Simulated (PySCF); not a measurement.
# What settings do to a single point of [Eu(H2S)3]3+

The sound run of [Eu(H2S)3]3+ (singlet in the valence; each metal's 4f electrons, 6 of them, lie in its core potential, out of spins and levels) uses PySCF 2.14.0, RKS TPSS, Eu lcecp-1-SVP with ECP52, S def2-SVP, H def2-SVP; non-relativistic Hamiltonian with scalar-relativistic core potentials where named; density fitting; no spin-orbit coupling, grid (50, 194), threshold 1e-8 Eh and 55 cycles, at the relaxed geometry:

```xyz
10

Eu   -0.0963   -0.0621   -0.7943
S     2.6150   -0.1314    0.1964
H     3.0464   -1.4325    0.2113
H     3.4562    0.3012   -0.7958
S    -1.3214    2.5108   -0.2660
H    -1.3960    2.6978    1.0904
H    -0.3893    3.4888   -0.4983
S    -1.3905   -2.3412    0.4264
H    -2.5681   -1.9419    1.0044
H    -1.9559   -3.0896   -0.5746
```

There Eu1 has a Mulliken charge of 1.64 e and the dipole about the centre of mass is 0.43 D. Each run below changes one thing and starts from free metal ions and neutral atoms unless it says otherwise; with 55 cycles, smearing, a level shift and second-order steps follow where DIIS fails, and their cycles count. Energy shifts count from the sound run. On f atoms grids over 110 angular points are at least (60, 302).

```csv
change,outcome,cycles,energy shift (eV),largest force component (eV/Å),charge on Eu1 (e),dipole about the centre of mass (D)
"S2 put 0.8 Å from Eu1, limit 62 cycles",converged,46,361.89,1316.33,-0.75,4.13
cycle limit 5,not converged,5,–,–,–,–
```

One further run converged with energy shift (eV) 2.06, largest force component (eV/Å) 2.72, charge on Eu1 (e) 1.65, dipole about the centre of mass (D) 0.60. Which change was it?
A. start from a density of up to 30 smeared cycles (not counted)
B. all coordinates × 1.12
C. threshold 1e-06

B.

And the other changes listed?


```
                                                       change    outcome  cycles  energy shift (eV)  largest force component (eV/Å)  charge on Eu1 (e)  dipole about the centre of mass (D)
start from a density of up to 30 smeared cycles (not counted)  converged       8             0.0000                            0.02               1.64                                 0.43
                                              threshold 1e-06  converged       9             0.0000                            0.02               1.64                                 0.43
```

Unsound on purpose, so not properties of the compound: S2 put 0.8 Å from Eu1, limit 62 cycles.

Forces carry noise of the integration grid, about 0.01 to 0.03 eV/Å.

No frequency check is given that shows the relaxed geometry to be a minimum. An lcecp potential fixes the number of 4f electrons, so in runs with it no electron can move into or out of that shell.
